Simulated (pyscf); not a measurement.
## Ring closure: S=Mo(=S)(Cl)–Cl (SMILES [S]=[Mo](=[S])([Cl])[Cl]) -> Cl₂MoS₂ (SMILES [Cl][Mo]1([Cl])[S][S]1) [singlet]

Gas phase, singlet surface, charge 0. Bonds broken: none. Bonds formed: S1–S3. Structures and frequencies: ωB97X-D3(BJ)/def2-SVP in PySCF.

Transition state (Å):

```xyz
5

S      1.0405     1.9804    -0.0251
Mo     0.1390     0.2935    -0.7332
S      0.6977     0.0189     1.4686
Cl    -2.0794     0.4544    -0.9888
Cl     1.4295    -0.9720    -2.0540
```

One imaginary mode, 846i cm⁻¹; descent along it reached the two sides named.

```
bond   change  reactant side (Å)  saddle  product side
-----  ------  -----------------  ------  ------------
S1–S3   forms                3.3   2.489         2.074
```

Electronic energies relative to the reactant's lowest minimum found (kcal/mol):

```csv
level,barrier,reaction energy,reverse barrier
ωB97X-D3(BJ)/def2-TZVP,56.1,+29.8,26.4
PBE/def2-TZVP,52.3,+42.5,9.8
r²SCAN/def2-TZVP,57.0,+44.8,12.2
B3LYP-D3(BJ)/def2-TZVP,55.5,+39.7,15.8
PBE0-D3(BJ)/def2-TZVP,55.1,+35.9,19.2
M06-2X/def2-TZVP,54.2,+28.2,26.0
ωB97M-D3(BJ)/def2-TZVP,54.8,+30.1,24.6
HF/def2-TZVP,47.2,+8.6,38.7
```

With ωB97M-D3(BJ)/def2-TZVP energies and thermal terms (ideal gas, 1 atm, RRHO with modes under 100 cm⁻¹ raised to 100, one conformer, R ln 2 for chiral ones without a mode under 150 cm⁻¹), in kcal/mol:

```csv
T (K),ΔH‡,ΔG‡,ΔH,ΔG
298,53.9,53.6,+29.9,+29.6
600,53.4,53.6,+30.0,+29.2
900,52.9,53.7,+30.1,+28.8
1200,52.3,54.1,+30.1,+28.4
```

cyclic Cl₂MoS₂ (SMILES [Cl][Mo]1([Cl])[S][S]1) [singlet] is an excited spin state, 6.0 kcal/mol over the triplet at ωB97X-D3(BJ)/def2-TZVP. One saddle was located; it need not be the lowest between these sides. 2 of the closed-shell references are unstable towards spin polarisation; treat their single-reference values with care. Elements past Kr carry the def2 core potentials, without spin-orbit coupling.
